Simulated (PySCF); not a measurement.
Compound: Zr(vinyl)4, C₈H₁₂Zr (singlet state).
Cartesian coordinates in Å at the PBE0-D3(BJ)/def2-SVP level; atoms count from 1:
```
atom  x, y, z in Å
Zr1    0.0060   -0.0010    0.0057
C2     0.1339    0.2767    2.1778
C3     0.5412   -0.9528    2.5326
H4    -0.0980    1.0066    2.9629
H5     0.7937   -1.7222    1.7755
H6     0.6680   -1.3120    3.5645
C7     2.0557   -0.2082   -0.7416
C8     2.4876    1.0379   -0.4890
H9     2.7163   -0.9037   -1.2726
H10    1.8573    1.7730    0.0521
H11    3.4679    1.4489   -0.7710
C12   -0.9926    1.7108   -0.9334
C13   -2.1215    1.7277   -0.2062
H14   -0.8187    2.5124   -1.6614
H15   -2.3448    0.9364    0.5378
H16   -2.9145    2.4873   -0.2682
C17   -1.1705   -1.7849   -0.4947
C18   -0.9736   -1.8127   -1.8228
H19   -1.7322   -2.6018   -0.0255
H20   -0.4200   -1.0059   -2.3442
H21   -1.3279   -2.5966   -2.5082
```

Theory: TDDFT B3LYP/def2-SVPD, vertical, gas phase, core orbitals frozen in the response, def2 core potentials past Kr (PySCF). Spin–orbit coupling is left out.

Transition dipole moments from the ground state, in atomic units and in the frame of the coordinates above (overall signs are arbitrary), for the states with f of 0.002 or more among the lowest 8:

```json
{"state": "S3", "E (eV)": "4.589", "μx": "0.059", "μy": "-0.182", "μz": "-0.082"}
{"state": "S4", "E (eV)": "4.603", "μx": "-0.089", "μy": "-0.099", "μz": "0.147"}
{"state": "S5", "E (eV)": "4.763", "μx": "0.091", "μy": "-0.077", "μz": "-0.151"}
{"state": "S6", "E (eV)": "4.778", "μx": "0.043", "μy": "0.180", "μz": "-0.078"}
{"state": "S8", "E (eV)": "4.973", "μx": "0.139", "μy": "-0.015", "μz": "0.103"}
```

Question: What oscillator strength does each state have?

Answer: f = (2/3) ΔE |μ|² with ΔE in hartree (27.2114 eV).

```
state  |μ|² (au)  |μ| (D)      f
   S3      0.043     0.53  0.005
   S4      0.039     0.50  0.004
   S5      0.037     0.49  0.004
   S6      0.040     0.51  0.005
   S8      0.030     0.44  0.004
```

Question: How is the summed strength of these states shared among x, y and z?

Answer: (2/3) Σ ΔE μα² gives 0.005 for x, 0.009 for y and 0.008 for z, 0.022 in all.
